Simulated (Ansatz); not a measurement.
```xyz
9

F    -1.3005    0.2784    2.0347
Si   -1.1605   -0.7064    0.7913
O    -0.3715    0.0569   -0.4062
Si    1.0028    0.7389   -0.9439
Cl    2.6166   -0.1069   -0.0055
H    -0.3974   -1.8882    1.2406
H    -2.5177   -1.0280    0.3105
H     1.1237    0.4734   -2.3906
H     1.0045    2.1819   -0.6310
```

Charge 0, multiplicity 1.

(1) List the ωB97M-V/def2-TZVPP orbital energies in eV (Ansatz 0.2.0). (Best estimate.)

Results:

(1) Computed: Occupied: -2772.07, -1808.72, -1808.56, -677.59, -526.82, -262.48, -199.95, -199.84, -199.83, -149.61, -149.45, -103.78, -103.72, -103.68, -103.62, -103.58, -103.53, -36.19, -31.43, -26.03, -19.90, -17.65, -15.94, -15.84, -15.74, -14.63, -14.35, -14.02, -12.93, -12.54, -11.94, -11.65, -11.28. Lowest empty: 1.90, 2.20, 2.34, 2.84, 3.35, 3.82, 4.13, 4.67.
